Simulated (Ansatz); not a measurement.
Species: CH5BN, charge 0, doublet. CH5BN (SMILES B[N]C, doublet).
B3LYP-D3(BJ)/def2-TZVP minimum from Ansatz (an electronic-structure program):
```
N
B 1 1.3326
C 1 1.3964 2 164.26
H 3 1.0946 1 112.10 2 -118.36
H 3 1.0946 4 109.24 1 124.87
H 3 1.1014 4 107.10 5 115.67
H 2 1.2003 1 121.36 3 -180.00
H 2 1.2072 7 119.74 1 -180.00
```
Charge 0, spin multiplicity 2.

Total energies in cc-pVDZ, 17 correlated electrons, 3 frozen orbitals. UHF or UKS for unpaired electrons; spin-orbit terms are left out. Cores are frozen in correlated methods. No relativity.

```csv
method,program,energy (Eh),minus CCSDT(Q) (mEh)
HF,Ansatz,-119.88585,428.69
MP2,Ansatz,-120.25275,61.79
CCSD,Ansatz,-120.30038,14.16
CCSD(T),Ansatz,-120.31246,2.09
CCSDT(Q),Ansatz,-120.31454,0.00
```

Rough core times of Ansatz's runs on a shared machine: CCSD(T) under 20 s, CCSDT(Q) 10 min.
